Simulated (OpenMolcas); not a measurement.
How basis sets differ on BAsH4 (SMILES B[AsH2])

BAsH4 has 6 atoms, charge 0, and is taken as a singlet. As SMILES, `B[AsH2]`. The shape comes from GFN2-xTB, which is rough for such elements, and wasn't checked as a minimum.

Quantity: the HOMO–LUMO gap, in eV. The values are calculated.

```
                          level          kind     program  value (eV)  CPU time
              HF/ANO-R0 (sfX2C)  Hartree–Fock  OpenMolcas       11.74     2.8 s
                      HF/STO-3G  Hartree–Fock  OpenMolcas       13.89     1.7 s
                       HF/3-21G  Hartree–Fock  OpenMolcas       11.65     1.9 s
         HF/ANO-RCC-VDZP (DKH2)  Hartree–Fock  OpenMolcas       11.76      11 s
                    HF/def2-SVP  Hartree–Fock  OpenMolcas       11.63       4 s
HF/ANO-R2 (sfX2C, RICD fitting)  Hartree–Fock  OpenMolcas       11.39      21 s
```

All-electron rows without a relativistic Hamiltonian named are non-relativistic. The values span 11.39 to 13.89 eV. A Hartree–Fock LUMO above zero doesn't converge with the basis: it sinks as sets grow more diffuse. Orbital gaps aren't excitation energies. Times are those of the runs behind each value, whatever else they computed, on shared processors of several kinds: orders of magnitude only.
